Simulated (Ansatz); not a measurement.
Cost and result for the atomization energy of H₅MgNOSi, SMILES `[NH2][Mg][O][SiH3]` (9 atoms, 8 bonds).

```xyz
9

N    -1.060   -2.056   -1.931
Mg   -0.402   -0.776   -0.726
O     0.228    0.447    0.425
Si    0.798    1.547    1.453
H    -0.755   -3.014   -2.011
H    -1.783   -1.913   -2.619
H     0.688    2.928    0.894
H     0.049    1.529    2.745
H     2.237    1.307    1.769
```

Total charge 0; spin multiplicity 1. Correlated methods include outer-core shells of Mg, which these sets cover unevenly. The structure was optimised at the PBE0-D4/def2-TZVP level. It is one conformer, not always the lowest. Program: Ansatz. All runs use 2 threads of a server CPU on a shared host. Times are those of one run each, without the atoms' runs, and a repeat can differ threefold. Electronic energies, without spin–orbit coupling; frozen cores. CCSD(T)/CBS adds CCSD(T) − MP2 in def2-TZVPP to the MP2 limit, and its time is that of the two runs behind it. T1 = 0.010. With those shells the extrapolation isn't a true limit. B3LYP takes the VWN-RPA correlation (the form of Gaussian; ORCA's B3LYP/G). HSE06 is the plane-wave form, built on full-range PBE exchange.

CCSD(T)/CBS is a level of theory with its own doubt, some kJ/mol a heavy atom from the limit and from the frozen cores, so smaller differences don't rank the functionals.

```csv
level,functions,wall time,atomization (kJ/mol),difference from CCSD(T)/CBS,per bond
PBE-D4/def2-TZVPP (with forces),206,3.1 s,2874.4,-33.9,-4.2
PBE0-D4/def2-TZVPP,206,3.6 s,2824.2,-84.1,-10.5
BHLYP-D4/def2-TZVPP,206,3.8 s,2791.5,-116.8,-14.6
HSE06-D4/def2-TZVPP,206,4 s,2825.5,-82.8,-10.3
CAM-B3LYP-D4/def2-TZVPP,206,4 s,2896.7,-11.6,-1.5
B3LYP-D4/def2-TZVPP (with forces),206,5.5 s,2873.6,-34.7,-4.3
CCSD(T)/def2-SVP,89,5.5 s,2651.2,-257.1,-32.1
r2SCANh-D4/def2-TZVPP,206,6 s,2854.8,-53.5,-6.7
r2SCAN-D4/def2-TZVPP (with forces),206,6.5 s,2877.0,-31.3,-3.9
ωB97X-V/def2-TZVPP,206,11 s,2895.0,-13.3,-1.7
MP2/def2-QZVPP,397,23 s,2912.0,3.7,0.5
CCSD(T)/def2-TZVPP,206,2.5 min,2793.3,-115.0,-14.4
CCSD(T)/CBS(def2),–,2.9 min,2908.3,0.0,0.0
```

The D4 term adds +21.3 kJ/mol with B3LYP and +11.2 kJ/mol with PBE0; it sums over pairs of atoms, weighted by their polarisabilities, and B3LYP, whose exchange is more repulsive, gets the larger term. From r2SCAN to r2SCAN0 (25 % exact exchange), in def2-TZVPP and without D4, the atomization energy moves by −55.0 kJ/mol: exact exchange takes away binding that semilocal exchange gives to molecules. At CCSD(T), def2-SVP lies −257.1 kJ/mol from the extrapolated value and def2-TZVPP −115.0 kJ/mol: correlation converges slowly with the basis, and small sets miss more of it in the bonded molecule than in its fragments.
